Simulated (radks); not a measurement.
Q: Cd IV, 45 electrons, occupied as [Kr] 4d8 6s1 (not the ground configuration). Calculated with a radial shooting solver on a logarithmic mesh with Libxc functionals: Dirac Kohn-Sham, PBE, spin-unpolarised, spherical densities, point nucleus; open shells fill j = l - 1/2 first. Some entries of the table are withheld. Estimate them.

| orbital | occ. | eigenvalue (hartree) | <r> (bohr) | <1/r> (bohr^-1) |
|---|---|---|---|---|
| 1s1/2 | 2 | -975.9745 | 0.03040 | 50.65 |
| 2s1/2 | 2 | -146.3653 | 0.1313 | 11.69 |
| 2p1/2 | 2 | -136.3758 | 0.1112 | 11.67 |
| 2p3/2 | 4 | -129.3030 | 0.1164 | 10.94 |
| 3s1/2 | 2 | -28.70999 | 0.3580 | 4.106 |
| 3p1/2 | 2 | (1) | 0.3493 | 4.012 |
| 3p3/2 | 4 | (2) | 0.3603 | 3.833 |
| 3d3/2 | 4 | -16.36720 | 0.3325 | (3) |
| 3d5/2 | 6 | -16.11032 | 0.3360 | (4) |
| 4s1/2 | 2 | -5.59680 | 0.8715 | 1.595 |
| 4p1/2 | 2 | -4.30049 | 0.9248 | (5) |
| 4p3/2 | 4 | -4.07958 | 0.9530 | (6) |
| 4d3/2 | 4 | (7) | 1.149 | 1.154 |
| 4d5/2 | 4 | (8) | 1.161 | 1.140 |
| 6s1/2 | 1 | -0.62229 | 4.419 | (9) |

A: 
(1) 3p1/2 eigenvalue (hartree): -24.70832
(2) 3p3/2 eigenvalue (hartree): -23.44454
(3) 3d3/2 <1/r> (bohr^-1): 3.672
(4) 3d5/2 <1/r> (bohr^-1): 3.626
(5) 4p1/2 <1/r> (bohr^-1): 1.480
(6) 4p3/2 <1/r> (bohr^-1): 1.424
(7) 4d3/2 eigenvalue (hartree): -2.05777
(8) 4d5/2 eigenvalue (hartree): -2.02739
(9) 6s1/2 <1/r> (bohr^-1): 0.2948
